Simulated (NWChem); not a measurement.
# ScCl2 cation; SMILES [Cl][Sc+][Cl]

This spin state was assumed; another may lie lower.

**Question.** Give the equilibrium geometry at PBE-D3(BJ)/def2-SVP (NWChem) as a Z-matrix, with the point group.

**Answer.** point group C2v; any orientation.
```
Sc
Cl 1 2.1886
Cl 1 2.1886 2 110.89
```
